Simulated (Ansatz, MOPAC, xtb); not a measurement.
Complex: HF (SMILES F) (first 2 atoms) with CH4O (SMILES CO); geometry from B3LYP-D3(BJ)/def2-TZVP, rigid monomers moved along the line of their centres of mass till H2···O4 is 1.89 Å.
(charge 0, multiplicity 1):
```xyz
8

F      0.0851     0.0129     0.2358
H     -0.2159    -0.0603     1.1336
C      0.5075     0.4024     3.7597
O     -0.5618    -0.1573     2.9859
H      0.2359     0.4546     4.8158
H      0.6665     1.4095     3.3819
H      1.4293    -0.1715     3.6408
H     -0.7368    -1.0572     3.2813
```

Counterpoise-corrected where a basis set is named; no monomer relaxation.

The state that PM6 reach isn't checked.

Run with Ansatz (Gaussian basis) for Hartree–Fock, density functionals and correlated methods; MOPAC for PM6 (differences of heats of formation); xtb for the GFN methods. 

Predict the interaction energy from PM6.

-4.8 kcal/mol

Estimate the interaction energy that wB97X-V/def2-TZVPPD returns for this input.

-9.6 kcal/mol

Estimate the interaction energy that GFN-FF returns for this input.

-7.5 kcal/mol

Ansatz is a quantum-chemistry and plane-wave program.
